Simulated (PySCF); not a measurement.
I2Pb, singlet, geometry from GFN2-xTB (such geometries of metal compounds can be far from the true shape) (core potentials on I, Pb); TPSS/def2-SV(P) in PySCF.

PySCF was given this input:
```python
from pyscf import gto, scf, dft

mol = gto.Mole()
mol.atom = '''
    Pb   -0.00852880   -0.00721361    0.96279553
    I     1.06067820   -1.86389256   -0.74947342
    I    -1.04748270    1.87505324   -0.74013476
'''
mol.basis = 'def2-sv(p)'
mol.ecp = {'I': 'def2-sv(p)', 'Pb': 'def2-sv(p)'}
mol.verbose = 5
mol.build()

mf = dft.RKS(mol)
mf.xc = 'tpss'
mf.grids.level = 4
mf.kernel()
mf.analyze()
```

It wrote (shortened):

```
PySCF version 2.14.0

[INPUT] verbose = 5
[INPUT] max_memory = 4000
[INPUT] num. atoms = 3
[INPUT] num. electrons = 72
[INPUT] charge = 0
[INPUT] spin (= nelec alpha-beta = 2S) = 0
[INPUT] symmetry False subgroup None
[INPUT] Mole.unit = angstrom
[INPUT] Symbol           X                Y                Z      unit          X                Y                Z       unit  Magmom
[...]
[INPUT] ---------------- BASIS SET ----------------
[INPUT] l, kappa, [nprim/nctr], expnt,             c_1 c_2 ...
[INPUT] Pb
[...]
                                1.416573749       0.32865829049
[...]
                                20.302912827      -0.14352634362
                                14.55862875       0.37554188507
                                6.5370530973      -0.672530998
                                1.5933900686      0.95887533909
                                0.83051419711     0.32593632538
[...]
                                7.5327685129      -0.36407590058
                                1.1185539567      0.32217481686
                                0.53739855255     0.096677743015
[...]
                                7.0609770411      -0.066746645076
                                2.1581835375      0.33978760942
                                1.0148541418      0.48523039273
                                0.4463267292      0.29682924018
[...]
[INPUT] I
[...]
                                1.7625986449      0.35271525193
[...]
                                23.336842412      -0.14989397324
                                19.583446104      0.36436474913
                                8.5112089186      -0.75538138199
                                2.1996161861      0.82816359356
                                1.0668970454      0.4216104811
[...]
                                10.558754576      -0.3837037278
                                1.5015895485      0.83554174719
                                0.64597173095     0.16787259488
[...]
                                15.616239482      -0.0050768108881
                                4.5266002139      0.29151065356
                                2.0529808766      0.51145783605
                                0.87640281623     0.31232025297
[...]
nuclear repulsion = 289.288001874111
number of shells = 30
number of NR pGTOs = 183
number of NR cGTOs = 78
basis = def2-sv(p)
ecp = {'I': 'def2-sv(p)', 'Pb': 'def2-sv(p)'}

******** <class 'pyscf.dft.rks.RKS'> ********
method = RKS
initial guess = minao
damping factor = 0
level_shift factor = 0
DIIS = <class 'pyscf.scf.diis.CDIIS'>
diis_start_cycle = 1
diis_space = 8
diis_damp = 0
SCF conv_tol = 1e-09
SCF conv_tol_grad = None
SCF max_cycles = 50
direct_scf = True
direct_scf_tol = 1e-13
XC library pyscf.dft.libxc version 7.1.2
    S. Lehtola, C. Steigemann, M. J. T. Oliveira, and M. A. L. Marques,  SoftwareX 7, 1–5 (2018)
XC functionals = tpss
    J. Tao, J. P. Perdew, V. N. Staroverov, and G. E. Scuseria,  Phys. Rev. Lett. 91, 146401 (2003)
    J. P. Perdew, J. Tao, V. N. Staroverov, and G. E. Scuseria,  J. Chem. Phys. 120, 6898 (2004)
    J. Tao, J. P. Perdew, V. N. Staroverov, and G. E. Scuseria,  Phys. Rev. Lett. 91, 146401 (2003)
    J. P. Perdew, J. Tao, V. N. Staroverov, and G. E. Scuseria,  J. Chem. Phys. 120, 6898 (2004)
radial grids:
    Treutler-Ahlrichs [JCP 102, 346 (1995); DOI:10.1063/1.469408] (M4) radial grids

becke partition: Becke, JCP 88, 2547 (1988); DOI:10.1063/1.454033
pruning grids: <function nwchem_prune>
grids dens level: 4
symmetrized grids: False
atomic radii adjust function: <function treutler_atomic_radii_adjust>
small_rho_cutoff = 0
Set gradient conv threshold to 3.16228e-05
Initial guess from minao.
Density of valence part of ANO basis will be used as initial guess for Pb
Density of valence part of ANO basis will be used as initial guess for I
atom Pb rad-grids = 115, ang-grids = [ 50  50  50  50  50  50  50  50  50  50  50  50  50  50  50  50  50  50
[...]
converged SCF energy = -788.112786472347
Total Energy =                        -788.112786472347125
[...]
2 I 4dx2-y2     -0.00008   0.00053  -0.00029   0.00235  -0.00240
2 I 5dxy        -0.01251   0.00856   0.00418   0.04017  -0.05549
2 I 5dyz        -0.00069  -0.00095  -0.00017  -0.00498  -0.01291
2 I 5dz^2        0.00746  -0.00420   0.00706  -0.02103   0.03179
2 I 5dxz         0.00324  -0.00760  -0.00906  -0.02017   0.01651
2 I 5dx2-y2     -0.00435   0.00977  -0.00581   0.02791  -0.02548
               #76       #77       #78
0 Pb 5s         -0.12293  -0.00000   0.27202
0 Pb 6s          0.04378   0.00000  -0.09011
0 Pb 7s          0.24503   0.00004  -0.39829
0 Pb 8s          0.31518   0.00001  -0.75673
0 Pb 5px         0.00004  -0.00327   0.00003
0 Pb 5py         0.00003   0.00581   0.00002
0 Pb 5pz        -0.00399   0.00001  -0.00285
0 Pb 6px        -0.00005   0.00366  -0.00002
0 Pb 6py        -0.00004  -0.00649  -0.00002
0 Pb 6pz         0.00533  -0.00002   0.00243
0 Pb 7px         0.00019  -0.01695   0.00032
0 Pb 7py         0.00019   0.03217   0.00031
0 Pb 7pz        -0.02407   0.00005  -0.04112
0 Pb 8px        -0.00044   0.03961  -0.00069
0 Pb 8py        -0.00042  -0.07251  -0.00073
0 Pb 8pz         0.05335  -0.00012   0.09052
0 Pb 5dxy       -0.00072   0.00003  -0.00033
0 Pb 5dyz        0.00006  -0.00394   0.00003
0 Pb 5dz^2       0.00239   0.00009   0.00106
0 Pb 5dxz       -0.00373   0.00003  -0.00165
0 Pb 5dx2-y2    -0.00002  -0.00660  -0.00001
0 Pb 6dxy        0.00672  -0.00011   0.01529
0 Pb 6dyz       -0.00033   0.01828  -0.00061
0 Pb 6dz^2      -0.01173  -0.00040  -0.01986
0 Pb 6dxz        0.01679  -0.00014   0.03717
0 Pb 6dx2-y2     0.00017   0.03468   0.00041
1 I 4s          -0.21073   0.23154  -0.09576
1 I 5s           0.07298  -0.08024   0.03418
1 I 6s           0.29036  -0.31059   0.09516
1 I 7s           0.52444  -0.58055   0.25087
1 I 4px         -0.00150  -0.00096   0.00528
1 I 4py          0.00066   0.00064  -0.00231
1 I 4pz          0.00114   0.00112  -0.00401
1 I 5px          0.00190   0.00017  -0.00416
1 I 5py         -0.00032  -0.00031   0.00124
1 I 5pz         -0.00056  -0.00053   0.00216
1 I 6px          0.00949  -0.01854   0.02638
1 I 6py         -0.00693   0.00910  -0.01856
1 I 6pz         -0.01299   0.01396  -0.03442
1 I 7px         -0.01231   0.02165  -0.03561
1 I 7py          0.00170  -0.00905   0.01791
1 I 7pz          0.00377  -0.01410   0.03303
1 I 4dxy         0.00025  -0.00002  -0.00060
1 I 4dyz         0.00001  -0.00003  -0.00007
1 I 4dz^2        0.00014  -0.00001  -0.00035
1 I 4dxz         0.00010   0.00001  -0.00021
1 I 4dx2-y2      0.00005   0.00001  -0.00007
1 I 5dxy        -0.01361   0.00861  -0.00454
1 I 5dyz        -0.00012  -0.00309  -0.00264
1 I 5dz^2        0.00696  -0.00591   0.00068
1 I 5dxz        -0.00529   0.00199  -0.00293
1 I 5dx2-y2     -0.00515   0.00393   0.00053
2 I 4s          -0.21071  -0.23155  -0.09576
2 I 5s           0.07298   0.08025   0.03419
2 I 6s           0.29031   0.31056   0.09510
2 I 7s           0.52441   0.58058   0.25088
2 I 4px          0.00149  -0.00096  -0.00525
2 I 4py         -0.00064   0.00063   0.00225
2 I 4pz          0.00116  -0.00113  -0.00406
2 I 5px         -0.00190   0.00017   0.00414
2 I 5py          0.00031  -0.00030  -0.00121
2 I 5pz         -0.00056   0.00054   0.00218
2 I 6px         -0.00944  -0.01844  -0.02622
2 I 6py          0.00676   0.00883   0.01809
2 I 6pz         -0.01316  -0.01428  -0.03490
2 I 7px          0.01224   0.02156   0.03543
2 I 7py         -0.00163  -0.00882  -0.01738
2 I 7pz          0.00383   0.01435   0.03351
2 I 4dxy         0.00025   0.00002  -0.00061
2 I 4dyz        -0.00001  -0.00003   0.00007
2 I 4dz^2        0.00014   0.00001  -0.00034
2 I 4dxz        -0.00011   0.00001   0.00023
2 I 4dx2-y2      0.00005  -0.00001  -0.00007
2 I 5dxy        -0.01369  -0.00879  -0.00454
2 I 5dyz         0.00027  -0.00295   0.00273
2 I 5dz^2        0.00676   0.00564   0.00069
2 I 5dxz         0.00564   0.00231   0.00307
2 I 5dx2-y2     -0.00506  -0.00391   0.00054
Dipole moment(X, Y, Z, Debye): -0.02819, -0.02359,  3.16924
```
